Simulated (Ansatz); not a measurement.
Reaction (redistribution): `[NH]=[V]([NH2])([NH2])[OH]` + `[Cl][Sn][Br]` → `[NH]=[V]([NH2])([NH2])[Cl]` + `[OH][Sn][Br]`

Gas-phase electronic energies from Ansatz, PBE0-D4/def2-TZVP geometries. CBS: MP2 limit from def2 TZ/QZ plus the TZ coupled-cluster correction, frozen cores. DFT in def2-TZVPP. def2 core potentials past Kr. For Br, Sn, V outer-core shells are correlated without core-valence functions, which leaves a few kJ/mol of doubt a bond. Scalar relativity is left out up to krypton. Each species was taken in one conformer, which may not be the lowest.

| level | ΔE (kJ/mol) |
| --- | --- |
| PBE-D4 | 22.8 |
| BHLYP-D4 | 28.6 |
| CAM-B3LYP-D4 | 25.0 |
| ωB97M-V | 22.7 |
| PBE0 | 25.3 |
| LC-ωPBE | 23.5 |
| MP2/def2-SVP | 2.6 |
| SCS-MP2/def2-TZVPP | -3.3 |

Problem. What does CCSD(T)/CBS give? (Estimate.)

Solution. Ansatz gave: +17.6 kJ/mol. The listed levels differ from it by 5.2, 11.0, 7.4, 5.1, 7.7, 5.9, -15.0, -20.9 kJ/mol.

Largest T1 diagnostic among the species: 0.031, so the coupled-cluster value is less sure than usual.

Leaving LDA and LC-ωPBE aside and taking each functional with its dispersion term where it has one, the values, not all of them listed here, spread over 18.5 kJ/mol, from B2PLYP to BHLYP-D4. From r2SCAN to r2SCAN0 (25 % exact exchange), in def2-TZVPP and without D4, ΔE moves by +3.1 kJ/mol. In def2-TZVPP, CCSD(T) changes the Hartree–Fock value by −20.2 kJ/mol (the triples alone add −4.2 kJ/mol) and MP2 by −43.1 kJ/mol.
